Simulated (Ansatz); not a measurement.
[YbF6]3- (YbF₆³⁻). Total charge -3; doublet. Geometry B3LYP-D4/def2-SVP.

```xyz
7

Yb    0.000    0.000    0.000
F    -0.078    1.717    1.341
F     0.078   -1.717   -1.341
F     0.734    1.272   -1.611
F    -0.734   -1.272    1.611
F    -2.057    0.368   -0.620
F     2.058   -0.368    0.620
```

In the def2 sets Yb takes a core potential; there is no spin–orbit coupling. With an open 4f shell the SCF may have ended on a state above the lowest. A multiply charged anion in the gas phase is held together partly by the finite basis. At PBE-D4/def2-SVP, PBE-D4/def2-TZVP, PBE0-D4/def2-TZVP, ωB97X-V/def2-TZVP the highest occupied level of the charge -3 doublet lies above zero (up to 8.42 eV). It is a level of β spin, whose loss leaves a triplet; that state wasn't run at this geometry and level. The electron is either unbound and held by the finite basis, or the level is raised by self-interaction error. No other spin state of charge -3 was run.

Task: Estimate the α-spin orbital energies around the gap (eV) in Ansatz with HF/def2-TZVP, PBE-D4/def2-SVP, PBE-D4/def2-TZVP, PBE0-D4/def2-TZVP, ωB97X-V/def2-TZVP.

Result: 
```
orbital  HF/def2-TZVP  PBE-D4/def2-SVP  PBE-D4/def2-TZVP  PBE0-D4/def2-TZVP  ωB97X-V/def2-TZVP
 HOMO−9         -1.01             7.22              6.57               4.22               1.59
 HOMO−8         -0.72             7.40              6.70               4.62               2.05
 HOMO−7         -0.70             7.49              6.70               4.63               2.07
 HOMO−6         -0.69             7.49              6.71               4.64               2.07
 HOMO−5         -0.60             7.50              6.83               4.64               2.12
 HOMO−4         -0.59             7.61              6.94               4.71               2.21
 HOMO−3         -0.52             7.67              7.01               4.71               2.21
 HOMO−2         -0.43             7.67              7.01               4.85               2.30
 HOMO−1         -0.38             7.79              7.21               4.85               2.30
   HOMO         -0.38             7.80              7.21               4.86               2.31
   LUMO         11.95            10.76             10.32              10.83              11.90
 LUMO+1         11.96            10.79             10.33              10.84              11.91
 LUMO+2         11.96            10.80             10.33              10.84              11.91
 LUMO+3         12.51            10.81             10.47              11.07              12.32
 LUMO+4         21.29            16.90             16.09              17.13              19.54
 LUMO+5         21.50            17.02             16.20              17.27              19.66
 β HOMO         -0.38             8.42              7.85               4.86               2.35
 β LUMO         11.95             8.86              8.32              10.83              11.90
```
